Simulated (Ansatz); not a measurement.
`O[BH][SnH2][F]` + CH₃OH → `C[O][SnH2][F]` + `BO` at 600 K and 1 bar (cleavage of the Sn–B bond).

Gas-phase electronic energies from Ansatz, PBE0-D4/def2-TZVP geometries. CCSD(T)/CBS adds triple-zeta CCSD(T) − MP2 to the extrapolated MP2 energy (def2 sets, frozen cores). This one scheme is used for every species. Elements past krypton have def2 core potentials. For Sn outer-core shells are correlated without core-valence functions, which leaves a few kJ/mol of doubt a bond. Each species was taken in one conformer, which may not be the lowest.

```
         species  CCSD(T)/CBS energy (Eh)  H − E (kJ/mol)  S (J/(mol·K))
`O[BH][SnH2][F]`               -416.25065           167.9          408.7
           CH₃OH               -115.61712           163.6          277.3
 `C[O][SnH2][F]`               -430.07156           205.6          429.8
            `BO`               -101.80414           119.7          267.1
```

H − E and S are ideal-gas, rigid-rotor, harmonic terms from PBE0-D4/def2-TZVP, for one conformer and one mirror image of each species. 1 Eh = 2625.50 kJ/mol, R = 8.31446 J/(mol·K).

Task: By hand: ΔE, ΔH, ΔS and ΔG.

Result: ΔE = (-430.07156) + (-101.80414) − (-416.25065) − (-115.61712) = -0.00793 Eh = -20.8 kJ/mol. Δ(H − E) = 205.6 + 119.7 − 167.9 − 163.6 = -6.2, so ΔH = -27.0 kJ/mol. ΔS = 429.8 + 267.1 − 408.7 − 277.3 = 10.9 J/(mol·K). ΔG = -27.0 − 600 × (10.9)/1000 = -33.5 kJ/mol.

Task: By hand: the equilibrium constant, and the temperature at which ΔG would vanish if ΔH and ΔS stayed fixed.

Result: log₁₀ K = −ΔG/(RT ln 10) = 2.9. ΔH and −TΔS have one sign here, so there is no such temperature.

The number of gas molecules stays the same, so ΔS is small and ΔH decides. A doubt of 5 kJ/mol in ΔE shifts log₁₀ K by 0.4 here. Other conformers and mirror images would add mixing entropy, several J/(mol·K) or more a flexible species. These are equilibria of isolated gas molecules and say nothing of rates. Largest T1 diagnostic: 0.015 (customary marks: 0.02 for closed shells, 0.045 for open ones).

ΔS is within the doubt of such terms, so its sign, and with it that verdict, could turn.
